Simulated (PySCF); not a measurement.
**Caesium: a sound run and one with changed settings**

Sound run: Cs [Xe] 6s1, Cs⁺ [Xe]. All numbers are calculated (PySCF 2.14, scalar relativity by spin-free X2C-1e, in Sapporo-DKH3-DZP-2012). The sound run starts from symmetry-adapted Hartree-Fock orbitals and uses a fine grid where one is needed.

A second run was set up differently.

```csv
species,method,sound run (hartree),changed run (hartree),converged
Cs,UHF,-7782.63813,-7782.63813,yes
Cs,r2SCAN,-7785.69337,-7834.25872,yes
Cs,M06-L,-7785.48315,-7834.31994,no
Cs⁺,UHF,-7782.51031,-7782.51031,yes
Cs⁺,r2SCAN,-7785.55501,-7834.09796,yes
Cs⁺,M06-L,-7785.36188,-7834.18313,yes
```

Ionisation energy of Cs:

| method | sound run (eV) | changed run (eV) |
| --- | --- | --- |
| UHF | 3.478 | 3.478 |
| r2SCAN | 3.765 | 4.375 |

Q: What was changed?
A. all electrons correlated in a valence basis
B. radial grid too coarse
C. basis contracted for another Hamiltonian
D. too few SCF iterations

A: B. It used radial step 1.2 in ln r (0.13 in the sound run). A coarse radial grid mis-integrates the density and the exchange-correlation energy, with errors of either sign; Hartree-Fock needs no grid.
